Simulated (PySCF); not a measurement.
Ti(F)3(NH2) (F₃H₂NTi), SMILES [F][Ti]([F])([F])[NH2], multiplicity 1. The structure is a stationary point at PBE0-D3(BJ)/def2-SVP. The multiplicity is an assumed one; no other spin state was optimised. The structure was generated by enumeration; whether it is a known compound was not checked. The values are those of a single conformer.

Task: Give the equilibrium geometry at PBE0-D3(BJ)/def2-SVP (PySCF confirms it by a frequency run) as Cartesian coordinates in Å, and its point group. (Estimate from the structure and the level; the computed values follow.)

Result: This is not unique; one that fits is point group Cs.
```xyz
7

Ti     0.0459    -0.0221     0.0000
F      0.4495    -0.8700    -1.4622
F      0.4495    -0.8700     1.4622
F      0.8865     1.5085     0.0000
N     -1.7721     0.2605     0.0000
H     -2.3374     0.3731    -0.8387
H     -2.3374     0.3731     0.8387
```
